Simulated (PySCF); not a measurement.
H2Se, charge +1, doublet, geometry from GFN2-xTB (a state made from the parent by changing its charge; the spin is typed, not shown lowest). Base run: PBE0/cc-pVTZ in PySCF.

Geometry (Å):
```xyz
3

Se    -0.0021     0.0555    -0.0014
H     -1.0265    -0.9849     0.0173
H      1.0986    -0.9035     0.0302
```
Charge +1, spin multiplicity 2.
Orbitals are unrestricted.
All else is at PySCF's defaults.

Variants of this job, named by their change:

```tsv
change	basis functions	E (Eh)	HOMO (eV)
base	71	-2402.14684	-16.91
basis = jorge-DZP-DKH; relativity = spin-free X2C; nucleus = Gaussian (with mol.nucmod = 'G')	53	-2430.28977	-16.89
basis = x2c-TZVPall; relativity = spin-free X2C; nucleus = Gaussian (with mol.nucmod = 'G')	60	-2430.42238	-16.89
basis = x2c-TZVPall; relativity = none	60	-2388.60895	-16.95
basis = jorge-DZP-DKH; relativity = spin-free X2C	53	-2430.30615	-16.89
basis = x2c-TZVPall; relativity = spin-free X2C	60	-2430.43796	-16.89
basis = ANO-RCC-VDZP; relativity = spin-free X2C	37	-2430.44625	-16.92
basis = ANO-RCC-VDZP; relativity = none	37	-2383.54030	-17.03
basis = ANO-RCC-VDZP; relativity = spin-free X2C; nucleus = Gaussian (with mol.nucmod = 'G')	37	-2430.42752	-16.92
basis = jorge-DZP-DKH; relativity = none	53	-2395.56373	-16.95
```

Total energies compare only within one method and basis.

Open shells are given as the SCF converged; they aren't shown to be the lowest states, and a large step between rows can be another state.

Basis sets contracted for a relativistic Hamiltonian are a mismatch without it, so the rows without relativity aren't non-relativistic limits. No row has spin-orbit coupling; sets with core potentials leave out the core electrons.
